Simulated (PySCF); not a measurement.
1-bromo-3-chloropropa-1,2-diene (C₃H₂BrCl), SMILES C(=CCl)=CBr. Heavy atoms are numbered as in [Cl:1][CH:2]=[C:3]=[CH:4][Br:5]. Hydrogens are named by the atom that carries them.

The structure is a stationary point at B3LYP-D3(BJ)/def2-SVP.

These are r2SCAN/def2-TZVP run with PySCF values and carry that method's errors.

Atomic charges (e), one atom of each kind:

```csv
atom,Mulliken,Löwdin,meta-Löwdin
Cl1,___,0.37,-0.02
C2 (CH),___,-0.44,-0.12
C3,0.04,-0.14,-0.01
C4 (CH),-0.16,-0.39,-0.15
Br5,-0.04,0.31,-0.01
H on C2,___,0.14,0.16
H on C4,0.17,0.15,0.16
```

### Question
What belongs in the gaps? (An estimate is asked for; the answer gives what the named calculation found.)

### Answer

- Cl1, Mulliken: -0.08
- C2 (CH), Mulliken: -0.10
- H on C2, Mulliken: 0.17

Computed Mayer and Wiberg (Löwdin basis) orders of the bonds:
| bond | Mayer | Wiberg |
|---|---|---|
| Cl1–C2 | 1.12 | 1.70 |
| C2–C3 | 1.87 | 2.08 |
| C3–C4 | 1.90 | 2.11 |
| C4–Br5 | 1.10 | 1.59 |
